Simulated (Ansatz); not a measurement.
Basis sets compared for SiHBr3. Total charge 0; singlet. Geometry r2SCAN-D4/def2-SVP. Ansatz on 4 threads of Intel Xeon on a shared host; times are rough, and most runs start from earlier orbitals.

```xyz
5

Si    0.032    0.104    0.082
H     0.376    1.228    0.979
Br   -2.065   -0.497    0.457
Br    1.390   -1.593    0.501
Br    0.267    0.758   -2.019
```

The 6-31G sets use Cartesian d functions.

Binding counts from free atoms (Si triplet, H doublet, Br doublet) in the same basis, without a counterpoise term.

```json
{"level": "HF/6-31G", "functions": "102", "energy (Eh)": "-8005.7005", "HOMO (eV)": "-11.83", "LUMO (eV)": "1.48", "binding per atom (eV)": "1.39", "wall time": "2.1 s"}
{"level": "HF/def2-TZVP", "functions": "187", "energy (Eh)": "-8006.9238", "HOMO (eV)": "-11.49", "LUMO (eV)": "2.40", "binding per atom (eV)": "2.06", "wall time": "7 s"}
{"level": "PBE-D4/def2-SVP", "functions": "119", "energy (Eh)": "-8010.3690", "HOMO (eV)": "-7.16", "LUMO (eV)": "-1.86", "binding per atom (eV)": "2.85", "wall time": "1.6 s"}
{"level": "PBE-D4/def2-TZVP", "functions": "187", "energy (Eh)": "-8011.4136", "HOMO (eV)": "-7.31", "LUMO (eV)": "-2.10", "binding per atom (eV)": "2.88", "wall time": "2.5 s"}
{"level": "r2SCAN-D4/def2-TZVP (with forces)", "functions": "187", "energy (Eh)": "-8012.6496", "HOMO (eV)": "-7.67", "LUMO (eV)": "-1.82", "binding per atom (eV)": "2.89", "wall time": "6.5 s"}
{"level": "PBE0-D4/def2-SVP", "functions": "119", "energy (Eh)": "-8010.6666", "HOMO (eV)": "-8.51", "LUMO (eV)": "-1.01", "binding per atom (eV)": "2.81", "wall time": "3.1 s"}
{"level": "PBE0-D4/def2-TZVP", "functions": "187", "energy (Eh)": "-8011.7098", "HOMO (eV)": "-8.59", "LUMO (eV)": "-1.22", "binding per atom (eV)": "2.85", "wall time": "6 s"}
```

Task: Estimate the rows for PBE-D4/def2-TZVPD, r2SCAN-D4/def2-TZVPD, PBE0-D4/def2-TZVPD.

Result: 
```tsv
level	functions	energy (Eh)	HOMO (eV)	LUMO (eV)	binding per atom (eV)	wall time
PBE-D4/def2-TZVPD	223	-8011.4154	-7.35	-2.20	2.88	4.3 s
r2SCAN-D4/def2-TZVPD	223	-8012.6510	-7.68	-1.88	2.89	7.5 s
PBE0-D4/def2-TZVPD	223	-8011.7114	-8.61	-1.34	2.85	9 s
```
